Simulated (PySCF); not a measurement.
# Input and output of a scripted DFT run

The script drives PySCF SCF with an in-house response code with single-precision fitted integrals, so total energies wander by about 1e-6 Eh between cycles (the fitting error itself is about 1e-3 Eh and cancels in differences); atoms count from 0. Pop asks for populations, which are stored and not printed; scf holds typed SCF options (damp: damping in the first 6 cycles, aux: fitting basis, conv: energy tolerance).

The gap is small, so a closed-shell solution may not be the true ground state; the numbers describe that solution.

Job and coordinates (Å):

```
{"job": {"kind": "nmr", "basis": "pcSseg-1", "pop": false, "xc": "X3LYP", "scf": {"level_shift": 0.2}}, "charge": 0, "multiplicity": 1}
C     -4.701736    -2.724719     2.798835
C     -3.633599    -2.203349     3.440121
C     -2.459287    -1.684734     2.812417
C     -2.359798    -1.098858     1.597130
C     -1.049194    -0.721744     1.078545
C     -0.702006     0.514625     0.649859
C     -1.646749     1.598540     0.654329
C     -1.299838     2.984400     0.867988
C     -2.553057     3.722775     0.859385
C     -3.554550     2.862905     0.596292
C     -3.008475     1.519287     0.475415
C     -3.775410     0.338116     0.131514
C     -4.843828     0.560961    -0.822549
C     -5.281526    -0.297484    -1.759047
C     -4.825264    -1.648862    -1.948704
C     -4.355308    -2.449775    -0.986763
C     -4.263926    -2.085065     0.431040
C     -4.816051    -2.869144     1.379608
C     -3.495408    -0.868230     0.697959
C     -0.097405     3.567011     1.099564
C      1.248311     3.064864     1.051829
C      2.177113     3.973197     1.549533
C      3.570864     3.954678     1.573656
C      4.439789     3.113083     0.936096
C      4.166116     1.975205     0.139487
C      5.322644     1.414660    -0.501928
C      5.574479     0.307940    -1.249518
C      4.780670    -0.809988    -1.667993
C      5.474492    -1.808641    -2.403977
C      5.045921    -2.998922    -2.922564
C      3.772669    -3.596276    -2.890829
C      2.627660    -3.107555    -2.325879
C      2.438363    -1.901332    -1.633208
C      1.207572    -1.509880    -1.094649
C      1.375626    -0.272276    -0.471929
C      0.671296     0.739227     0.228621
C      1.572514     1.788479     0.486961
C      2.904326     1.383296     0.004894
C      2.725302     0.134933    -0.628216
C      3.428406    -0.860729    -1.336663
H     -5.488836    -3.177989     3.388047
H     -3.598663    -2.268821     4.520433
H     -1.553271    -1.732449     3.405858
H     -0.283030    -1.483224     1.143898
H     -2.629872     4.781788     1.023730
H     -4.601763     3.100079     0.544551
H     -5.223375     1.572943    -0.863519
H     -5.992341     0.062568    -2.492833
H     -4.916338    -2.038359    -2.955333
H     -4.045690    -3.458421    -1.234475
H     -5.431949    -3.695369     1.042028
H     -0.153378     4.627167     1.326580
H      1.748441     4.854475     2.011956
H      4.024923     4.770358     2.124040
H      5.489567     3.356519     1.044933
H      6.202249     2.034365    -0.356734
H      6.604840     0.237836    -1.582564
H      6.522075    -1.585455    -2.573955
H      5.802697    -3.577717    -3.439752
H      3.698904    -4.559903    -3.379116
H      1.738562    -3.721489    -2.414390
H      0.298501    -2.078015    -1.173909
```

Command:

```bash
OMP_NUM_THREADS=4 python large_run.py task.json out
```

Task: What does the program print?

Result: 
```
final grid: 493499 points
cycle   1  E = -1536.2719376121  dE =  8.979e+00  |g| = 6.319e-01  |ddm| = 9.872e+00
cycle   2  E = -1536.3718083756  dE = -9.987e-02  |g| = 4.008e-01  |ddm| = 1.730e+00
cycle   3  E = -1536.4108574907  dE = -3.905e-02  |g| = 9.780e-02  |ddm| = 6.694e-01
cycle   4  E = -1536.4129839250  dE = -2.126e-03  |g| = 4.611e-02  |ddm| = 2.269e-01
cycle   5  E = -1536.4135546188  dE = -5.707e-04  |g| = 1.017e-02  |ddm| = 7.601e-02
cycle   6  E = -1536.4136138916  dE = -5.927e-05  |g| = 3.798e-03  |ddm| = 3.146e-02
cycle   7  E = -1536.4136295931  dE = -1.570e-05  |g| = 2.131e-03  |ddm| = 1.199e-02
cycle   8  E = -1536.4136420050  dE = -1.241e-05  |g| = 1.538e-03  |ddm| = 7.980e-03
cycle   9  E = -1536.4136458737  dE = -3.869e-06  |g| = 1.030e-03  |ddm| = 5.909e-03
cycle  10  E = -1536.4136461761  dE = -3.024e-07  |g| = 7.759e-04  |ddm| = 4.431e-03
cycle  11  E = -1536.4136533828  dE = -7.207e-06  |g| = 5.144e-04  |ddm| = 3.034e-03
cycle  12  E = -1536.4136524738  dE =  9.090e-07  |g| = 4.650e-04  |ddm| = 2.595e-03
cycle  13  E = -1536.4136513048  dE =  1.169e-06  |g| = 3.151e-04  |ddm| = 1.757e-03
cycle  14  E = -1536.4136489051  dE =  2.400e-06  |g| = 2.634e-04  |ddm| = 1.531e-03
cycle  15  E = -1536.4136494461  dE = -5.410e-07  |g| = 2.254e-04  |ddm| = 1.194e-03
cycle  16  E = -1536.4136500238  dE = -5.777e-07  |g| = 1.664e-04  |ddm| = 7.946e-04
cycle  17  E = -1536.4136533260  dE = -3.302e-06  |g| = 1.357e-04  |ddm| = 9.231e-04
cycle  18  E = -1536.4136538795  dE = -5.536e-07  |g| = 9.936e-05  |ddm| = 5.317e-04
level shift removed, Fock matrix diagonalised once more
converged SCF energy = -1536.4136538795

GIAO shielding tensors (ppm)
atom      isotropic    diamagn.    paramagn.     s11        s22        s33       span
  0 C       40.060     255.000    -214.941    -85.358     48.455    157.082    242.440
  1 C       41.666     255.243    -213.577    -79.856     48.866    155.987    235.843
  2 C       42.436     249.471    -207.035    -53.026     41.311    139.024    192.050
  3 C       39.403     266.368    -226.965    -55.222     13.221    160.209    215.431
  4 C       48.496     258.933    -210.437    -25.728     35.667    135.548    161.276
  5 C       27.267     263.464    -236.197    -76.102     21.866    136.038    212.139
  6 C       47.144     255.253    -208.109    -44.125     42.122    143.434    187.559
  7 C       27.857     255.327    -227.471    -51.861      9.742    125.689    177.550
  8 C       47.825     249.764    -201.939    -50.497     62.060    131.913    182.410
  9 C       43.598     249.990    -206.392    -60.701     51.405    140.089    200.790
 10 C       21.664     259.030    -237.367    -74.857     16.273    123.576    198.433
 11 C       41.298     252.494    -211.196    -32.592     13.792    142.692    175.284
 12 C       37.290     253.159    -215.869    -85.148     46.979    150.039    235.186
 13 C       43.473     253.816    -210.342    -75.801     53.015    153.205    229.006
 14 C       38.860     253.491    -214.631    -77.065     45.136    148.509    225.574
 15 C       43.509     252.610    -209.101    -46.612     21.376    155.762    202.374
 16 C       41.376     257.994    -216.619    -42.143     10.187    156.083    198.225
 17 C       42.475     242.236    -199.761    -44.171     33.212    138.384    182.555
 18 C       41.646     257.505    -215.859    -18.856     -0.265    144.058    162.914
 19 C       31.006     255.324    -224.318    -47.608     28.884    111.744    159.352
 20 C       36.219     256.145    -219.926    -42.421      1.837    149.240    191.660
 21 C       41.831     253.266    -211.434    -55.722     42.967    138.249    193.970
 22 C       47.617     258.473    -210.856    -65.026     53.106    154.772    219.799
 23 C       40.740     253.667    -212.926    -53.391     46.255    129.356    182.747
 24 C       38.560     252.125    -213.566    -30.507     -1.441    147.627    178.134
 25 C       36.252     253.144    -216.893    -59.097     45.974    121.878    180.975
 26 C       38.981     252.582    -213.601    -53.623     48.385    122.182    175.805
 27 C       35.456     252.745    -217.289    -35.080     -8.166    149.614    184.693
 28 C       45.918     246.337    -200.418    -48.831     55.506    131.080    179.911
 29 C       42.906     255.800    -212.894    -71.288     43.855    156.151    227.438
 30 C       53.878     256.538    -202.661    -52.688     55.779    158.542    211.230
 31 C       39.582     246.666    -207.084    -63.626     38.258    144.113    207.739
 32 C       35.273     270.054    -234.781    -43.213      9.965    139.067    182.280
 33 C       57.398     260.325    -202.928    -12.801     37.784    147.210    160.011
 34 C       32.295     251.859    -219.565    -26.388    -15.247    138.519    164.906
 35 C       45.716     260.378    -214.663     -9.605      8.185    138.567    148.172
 36 C       46.167     259.554    -213.387    -22.384     25.865    135.019    157.403
 37 C       27.571     250.862    -223.291    -53.743    -20.681    157.137    210.880
 38 C       56.542     262.161    -205.619      0.484     13.367    155.775    155.291
 39 C       33.278     249.723    -216.445    -52.591     -4.760    157.186    209.776
 40 H       25.194      23.192       2.001     22.811     25.592     27.179      4.368
 41 H       25.354      27.554      -2.200     22.818     25.759     27.484      4.666
 42 H       25.982      38.609     -12.626     22.382     24.598     30.967      8.586
 43 H       25.425      44.630     -19.205     17.522     26.372     32.382     14.860
 44 H       25.506      31.816      -6.310     23.645     25.270     27.603      3.958
 45 H       24.895      33.696      -8.801     22.866     23.667     28.153      5.287
 46 H       24.755      33.586      -8.831     21.570     22.720     29.977      8.407
 47 H       25.355      26.086      -0.731     23.195     24.771     28.098      4.903
 48 H       25.392      29.721      -4.329     23.455     24.836     27.885      4.429
 49 H       25.770      32.845      -7.075     21.789     26.367     29.154      7.365
 50 H       26.384      27.777      -1.393     23.746     25.146     30.259      6.513
 51 H       24.711      36.339     -11.629     19.138     24.026     30.968     11.830
 52 H       24.507      33.953      -9.447     18.678     24.234     30.608     11.930
 53 H       24.384      25.100      -0.716     19.054     25.740     28.359      9.305
 54 H       24.248      30.895      -6.647     18.367     24.669     29.708     11.341
 55 H       23.876      27.431      -3.555     16.834     24.464     30.329     13.495
 56 H       23.878      27.487      -3.609     16.858     24.684     30.092     13.234
 57 H       24.057      27.663      -3.607     17.571     24.675     29.924     12.353
 58 H       24.054      21.385       2.669     18.478     25.291     28.394      9.916
 59 H       24.456      27.690      -3.234     18.958     25.746     28.664      9.706
 60 H       23.106      36.591     -13.485     16.131     23.416     29.771     13.640
 61 H       22.701      43.581     -20.881     14.821     24.211     29.070     14.249
```

The run took 3.4 min of wall time on 4 threads of Arm Neoverse V2 (shared host), peak memory 4.5 GiB.
